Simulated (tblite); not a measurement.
Compound: C₅H₁₁OSi (doublet state).
Cartesian coordinates in Å at the GFN2-xTB level; atoms count from 1:
```
atom  x, y, z in Å
C1    -1.6623   -0.6671   -0.7480
C2    -0.4763   -0.2703    0.1190
O3    -0.8652   -0.0857    1.4639
C4     0.7775   -1.1471   -0.0883
C5     1.4504    0.0150   -0.8303
C6     0.3220    0.9521   -0.3668
Si7    0.7454    2.0440    1.1225
H8    -1.3584   -0.7425   -1.7885
H9    -2.0625   -1.6312   -0.4314
H10   -2.4474    0.0824   -0.6627
H11   -1.2821   -0.8869    1.7993
H12    0.6267   -2.0629   -0.6580
H13    1.2639   -1.3850    0.8563
H14    1.4727   -0.1307   -1.9099
H15    2.4531    0.2703   -0.4908
H16   -0.1660    1.5112   -1.1659
H17   -0.3944    2.7629    1.6675
H18    1.5942    1.3777    2.1006
```

Level: GFN2-xTB in tblite, geometry and Hessian alike; calculated harmonic values, unscaled, isolated species. Against measured fundamentals such values can be off by several per cent, at times by over 20. Modes of hydrogen on silicon can be 10 to 20 % off. One conformer, not necessarily the lowest. Open shells enter through the occupations alone, without spin polarisation, and single modes of such species can be off by tens of per cent.

Harmonic wavenumbers (cm⁻¹): 75.0, 154.6, 193.0, 213.0, 238.1, 273.1, 305.0, 362.6, 421.4, 449.0, 520.9, 557.6, 651.3, 714.8, 736.1, 788.3, 902.2, 943.3, 947.3, 975.2, 1034.6, 1043.9, 1060.9, 1092.8, 1131.7, 1184.3, 1191.9, 1227.7, 1233.8, 1256.0, 1258.6, 1298.4, 1399.3, 1464.0, 1490.3, 1492.1, 1494.6, 2305.3, 2336.7, 2962.3, 2980.0, 2992.2, 2996.1, 2999.7, 3008.9, 3025.1, 3044.9, 3530.2.

A = 3103, B = 1908, C = 1533 MHz; mass 115.058 u (most abundant isotopes); point group C1, symmetry number 1; spin multiplicity 2.

**Question.** Zero-point energy?

**Answer.** Half the sum of the wavenumbers: 31979 cm⁻¹ = 91.43 kcal/mol.

**Question.** Entropy at 400 K, 1 bar (ideal gas, RRHO, classical rotation)?

**Answer.** Translation 41.62, rotation 28.84, vibration 31.33, spin (R ln 2) 1.38: S = 103.2 cal/(mol K).

**Question.** And Cp and H(400 K) − H(0)?

**Answer.** Cp = 45.15 cal/(mol K), of which vibrations give 37.20 (their classical limit is 48 R = 95.4); H(400 K) − H(0) = 10.30 kcal/mol without the zero-point energy, 7.12 from vibrations.

**Question.** How do the functions run with temperature in this model?

**Answer.** 
```
 T (K)  S (cal/(mol K))  Cp (cal/(mol K))  H − H(0) (kcal/mol)  G − H(0) (kcal/mol)  ln q(vib)
    50             56.3              10.4                 0.44                -2.38       0.14
   100             65.2              15.8                 1.09                -5.43       0.72
298.15             91.4              35.5                 6.18               -21.05       4.56
373.15            100.1              42.7                 9.12               -28.24       6.21
   500            114.1              53.2                15.23               -41.84       9.06
   750            138.7              67.8                30.51               -73.53      14.67
  1000            159.6              77.4                48.74              -110.89      19.99
```

q(vib) and H(0) count from the zero-point level.

**Question.** Which modes carry the vibrational entropy at 400 K?

**Answer.** 75.0 cm⁻¹: 4.60; 154.6 cm⁻¹: 3.18; 193.0 cm⁻¹: 2.75; 213.0 cm⁻¹: 2.56; 238.1 cm⁻¹: 2.35; 273.1 cm⁻¹: 2.10 cal/(mol K); the other 42 give 13.78 together.

Hindered rotation and anharmonicity are outside this model. Other conformers, if any are populated, would add a mixing term that is left out. The structure is chiral; the term R ln 2 for an equal mix with its mirror image is left out.
